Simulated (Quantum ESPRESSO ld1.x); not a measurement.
The mean radii <r> (bohr) of the occupied orbitals of an atom or ion are listed with their occupations. All-electron calculation, Dirac Kohn-Sham, PBE, spin-unpolarised, spherical densities, point nucleus. Program: ld1.x of Quantum ESPRESSO 7.5.

| orbital | occ. | <r> |
|---|---|---|
| 1s1/2 | 2 | 0.01604 |
| 2s1/2 | 2 | 0.06689 |
| 2p1/2 | 2 | 0.05487 |
| 2p3/2 | 4 | 0.06380 |
| 3s1/2 | 2 | 0.1739 |
| 3p1/2 | 2 | 0.1644 |
| 3p3/2 | 4 | 0.1807 |
| 3d3/2 | 4 | 0.1570 |
| 3d5/2 | 6 | 0.1619 |
| 4s1/2 | 2 | 0.3840 |
| 4p1/2 | 2 | 0.3853 |
| 4p3/2 | 4 | 0.4198 |
| 4d3/2 | 4 | 0.4245 |
| 4d5/2 | 6 | 0.4355 |
| 5s1/2 | 2 | 0.8513 |
| 4f5/2 | 6 | 0.4503 |
| 4f7/2 | 8 | 0.4566 |
| 5p1/2 | 2 | 0.9071 |
| 5p3/2 | 4 | 0.9938 |
| 5d3/2 | 4 | 1.206 |
| 5d5/2 | 5 | 1.240 |

Name the element and its charge. Open shells, if any, fill j = l - 1/2 first.

Answer. Z = 82, lead, charge +5: Pb5+ in [Xe] 4f14 5d9. The 1s radius gives Z: for a bare nucleus <r> = (2 gamma + 1)/(2Z) with gamma = sqrt(1 - (Z/c)^2), 0.01587 bohr for Z = 82, and screening makes it slightly larger (0.01604 here). The occupations add up to 77, and the charge is Z minus that.
